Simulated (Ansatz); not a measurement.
Molecule: C5H9O, net charge 0, doublet state. It need not be the lowest isomer of its formula. 
Geometry from a B3LYP-D3(BJ)/def2-TZVP (Ansatz, a first-principles code) optimisation:
```xyz
15

C     -2.5620     0.0575    -0.3884
C     -1.2814    -0.6332    -0.1290
C     -0.0295     0.0690    -0.0112
O      0.0295     1.2943    -0.1232
C      1.2150    -0.7655     0.2570
C      2.4884     0.0583     0.3660
H     -2.4091     1.1318    -0.4716
H     -3.0261    -0.3116    -1.3103
H     -3.2834    -0.1417     0.4123
H     -1.2774    -1.7129    -0.0219
H      1.0440    -1.3417     1.1731
H      1.3001    -1.5108    -0.5415
H      3.3476    -0.5859     0.5579
H      2.4138     0.7860     1.1741
H      2.6718     0.6157    -0.5526
```
Charge 0, spin multiplicity 2.

Parts of the frozen-core correlation energy in cc-pVDZ (Ansatz, hartree). Frozen orbitals: 6; correlated occupied orbitals by spin: 18 and 17; virtual: 105 and 106. UHF or UKS for open shells. No spin-orbit coupling. Non-relativistic.

| term | value |
|---|---|
| reference (HF) | -269.44094 |
| MP2 opposite-spin | -0.63455 |
| MP2 same-spin | -0.20574 |
| CCSD correlation | -0.91527 |
| (T) | -0.02856 |
| T1 diagnostic | 0.021 |
| largest doubles amplitude | 0.048 |
| <S^2> of the reference | 0.879 |
